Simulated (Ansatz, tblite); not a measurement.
Forces on Rb3H4⁻ at its PBE0-D4/def2-TZVPD geometry. Total charge -1; singlet.

In the def2 sets Rb takes a core potential; there is no spin–orbit coupling. The xTB rows come from tblite. The structure comes from a short search, and lower isomers may exist.

GFN1-xTB (tblite), largest force 0.46 eV/Å:

```xyz
7
positions Å, forces eV/Å
Rb    1.021   -1.015   -1.778   -0.112    0.103    0.197
Rb    1.276    1.010    1.610   -0.141   -0.118   -0.171
Rb   -2.256    0.381   -0.059    0.246   -0.049    0.012
H     0.163    1.519   -0.919   -0.014   -0.132    0.079
H    -1.332    0.798    2.519    0.205   -0.159   -0.374
H    -1.653   -1.742   -1.734    0.256    0.239    0.293
H     2.782   -0.951    0.361   -0.440    0.115   -0.036
```

GFN2-xTB (tblite), largest force 0.40 eV/Å:

```
Rb -0.003 0.168 -0.057
Rb -0.009 0.130 -0.121
Rb 0.060 0.142 -0.089
H 0.037 0.339 -0.206
H -0.005 -0.287 0.118
H 0.002 -0.239 0.197
H -0.081 -0.254 0.158
```

PBE-D4/def2-TZVPD (Ansatz), largest force 0.03 eV/Å:

```
Rb 0.014 -0.013 -0.026
Rb 0.018 0.016 0.023
Rb -0.032 0.007 -0.001
H 0.000 -0.001 0.000
H 0.000 -0.003 0.001
H 0.001 -0.002 0.003
H -0.002 -0.003 0.001
```
